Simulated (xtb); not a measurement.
C₂H₃N₃ (SMILES c1nc[nH]n1), singlet, from a rough starting geometry; GFN2-xTB in xtb.

xtb was given this input:
```
$ xtb mol.xyz --gfn 2 --opt vtight --json

# file mol.xyz
8

C      1.21491006    -0.05791071    -0.03589266
N      0.53134932     1.07291594     0.03139886
C     -0.71577070     0.71698225     0.03260545
N     -0.75505428    -0.63325104     0.03362195
N      0.46904941    -1.07627474    -0.02918488
H      2.36892678    -0.12041160     0.01436350
H     -1.61160931     1.29609896     0.02042192
H     -1.53756829    -1.21110570    -0.00257354
```

What the program printed (banner, timings and long lists left out):

```
   ID    Z sym.   atoms
    1    6 C      1, 3
    2    7 N      2, 4, 5
    3    1 H      6-8

           -------------------------------------------------
          |                Calculation Setup                |
           -------------------------------------------------

           -------------------------------------------------
          |                 G F N 2 - x T B                 |
           -------------------------------------------------

          ...................................................
          :                      SETUP                      :
          :.................................................:
          :  # basis functions                  23          :
          :  # atomic orbitals                  23          :
          :  # shells                           13          :
          :  # electrons                        26          :
          :  max. iterations                   250          :
          :  Hamiltonian                  GFN2-xTB          :
          :  restarted?                      false          :
          :  GBSA solvation                  false          :
          :  PC potential                    false          :
          :  electronic temp.          300.0000000     K    :
          :  accuracy                    1.0000000          :
          :  -> integral cutoff          0.2500000E+02      :
          :  -> integral neglect         0.1000000E-07      :
          :  -> SCF convergence          0.1000000E-05 Eh   :
          :  -> wf. convergence          0.1000000E-03 e    :
          :  Broyden damping             0.4000000          :
          :  net charge                          0          :
          :  unpaired electrons                  0          :
          ...................................................

 iter      E             dE          RMSdq      gap      omega  full diag
   1    -14.6845580 -0.146846E+02  0.423E+00    5.16       0.0  T
   2    -14.7414909 -0.569328E-01  0.335E+00    4.48       1.0  T
   3    -14.7530497 -0.115589E-01  0.189E+00    4.47       1.0  T
   4    -14.7532152 -0.165440E-03  0.372E-01    4.33       1.0  T
   5    -14.7534368 -0.221638E-03  0.107E-01    4.27       1.0  T
   6    -14.7534417 -0.490402E-05  0.413E-02    4.28       1.0  T
   7    -14.7534457 -0.400216E-05  0.157E-02    4.28       2.3  T
   8    -14.7534461 -0.342817E-06  0.503E-03    4.28       7.0  T
   9    -14.7534462 -0.836163E-07  0.146E-03    4.28      24.3  T
  10    -14.7534462 -0.312442E-08  0.738E-04    4.28      47.9  T
  11    -14.7534462 -0.199474E-08  0.116E-04    4.28     305.1  T

   *** convergence criteria satisfied after 11 iterations ***

         :::::::::::::::::::::::::::::::::::::::::::::::::::::
         ::                     SUMMARY                     ::
         :::::::::::::::::::::::::::::::::::::::::::::::::::::
         :: total energy             -14.548923952290 Eh    ::
         :: gradient norm              0.138554805409 Eh/a0 ::
         :: HOMO-LUMO gap              4.280377158084 eV    ::
         ::.................................................::
         :: SCC energy               -14.753445753214 Eh    ::
         :: -> isotropic ES            0.017505357539 Eh    ::
         :: -> anisotropic ES          0.005612382069 Eh    ::
         :: -> anisotropic XC          0.018172559991 Eh    ::
         :: -> dispersion             -0.004199557232 Eh    ::
         :: repulsion energy           0.204521800924 Eh    ::
         :: add. restraining           0.000000000000 Eh    ::
         :: total charge               0.000000000000 e     ::
         :::::::::::::::::::::::::::::::::::::::::::::::::::::

      -----------------------------------------------------------
     |                   =====================                   |
     |                        A N C O P T                        |
     |                   =====================                   |
[...]
 * total energy  :   -14.5489240 Eh     change       -0.3434941E-10 Eh
 * total energy  :   -14.5597793 Eh     change       -0.1085535E-01 Eh
 * total energy  :   -14.5606593 Eh     change       -0.8800112E-03 Eh
 * total energy  :   -14.5608418 Eh     change       -0.1824889E-03 Eh
 * total energy  :   -14.5609056 Eh     change       -0.6381092E-04 Eh
 * total energy  :   -14.5609316 Eh     change       -0.2600513E-04 Eh
 * total energy  :   -14.5609354 Eh     change       -0.3738477E-05 Eh
 * total energy  :   -14.5609362 Eh     change       -0.8497887E-06 Eh
 * total energy  :   -14.5609364 Eh     change       -0.2385079E-06 Eh
 * total energy  :   -14.5609365 Eh     change       -0.3907774E-07 Eh
   *** GEOMETRY OPTIMIZATION CONVERGED AFTER 10 ITERATIONS ***
         :: total energy             -14.560936482040 Eh    ::
[...]
         6        2.0000           -0.5695468             -15.4982
         7        2.0000           -0.5668131             -15.4238
         8        2.0000           -0.5158572             -14.0372
         9        2.0000           -0.4826227             -13.1328
        10        2.0000           -0.4550069             -12.3814
        11        2.0000           -0.4290707             -11.6756
        12        2.0000           -0.4260932             -11.5946
        13        2.0000           -0.3927686             -10.6878 (HOMO)
        14                         -0.2359871              -6.4215 (LUMO)
        15                         -0.1922448              -5.2312
        16                         -0.0028504              -0.0776
        17                          0.1118746               3.0443
        18                          0.1337401               3.6393
        19                          0.2098538               5.7104
        20                          0.2446044               6.6560
        21                          0.3927442              10.6871
        22                          0.4598961              12.5144
        23                          0.5081789              13.8283
      -------------------------------------------------------------
                  HL-Gap            0.1567815 Eh            4.2662 eV
             Fermi-level           -0.3143778 Eh           -8.5547 eV

     #   Z          covCN         q      C6AA      α(0)
     1   6 C        3.275     0.119    24.130     7.913
     2   7 N        1.907    -0.264    27.713     7.805
     3   6 C        3.147     0.098    25.572     8.273
     4   7 N        3.021     0.001    21.244     6.846
     5   7 N        2.004    -0.217    26.511     7.637
     6   1 H        0.927     0.045     2.378     2.412
     7   1 H        0.927     0.047     2.358     2.401
     8   1 H        0.860     0.170     1.271     1.766

 Mol. C6AA /au·bohr⁶  :        850.521420
 Mol. C8AA /au·bohr⁸  :      19222.455396
 Mol. α(0) /au        :         45.052113

Wiberg/Mayer (AO) data.
largest (>0.10) Wiberg bond orders for each atom

 ---------------------------------------------------------------------------
     #   Z sym  total        # sym  WBO       # sym  WBO       # sym  WBO
 ---------------------------------------------------------------------------
     1   6 C    3.971 --     5 N    1.558     2 N    1.330     6 H    0.966
     2   7 N    3.033 --     3 C    1.524     1 C    1.330
     3   6 C    3.964 --     2 N    1.524     4 N    1.304     7 H    0.964
                             5 N    0.146
     4   7 N    3.633 --     3 C    1.304     5 N    1.198     8 H    0.940
     5   7 N    2.977 --     1 C    1.558     4 N    1.198     3 C    0.146
     6   1 H    0.998 --     1 C    0.966
     7   1 H    0.998 --     3 C    0.964
     8   1 H    0.971 --     4 N    0.940
 ---------------------------------------------------------------------------

Topologies differ in total number of bonds
Writing topology from bond orders to xtbtopo.mol

molecular dipole:
                 x           y           z       tot (Debye)
 q only:       -0.764      -0.263       0.001
   full:       -1.146      -0.336       0.002       3.035
molecular quadrupole (traceless):
                xx          xy          yy          xz          yz          zz
 q only:        3.460       0.696      -2.243      -0.034      -0.026      -1.216
  q+dip:        5.910       1.090      -4.692      -0.052      -0.066      -1.218
   full:        5.463       0.868      -5.464      -0.045      -0.094       0.001

optimized geometry written to: xtbopt.xyz

           -------------------------------------------------
          | TOTAL ENERGY              -14.560936482040 Eh   |
          | GRADIENT NORM               0.000084754182 Eh/α |
          | HOMO-LUMO GAP               4.266241112308 eV   |
           -------------------------------------------------

normal termination of xtb
```
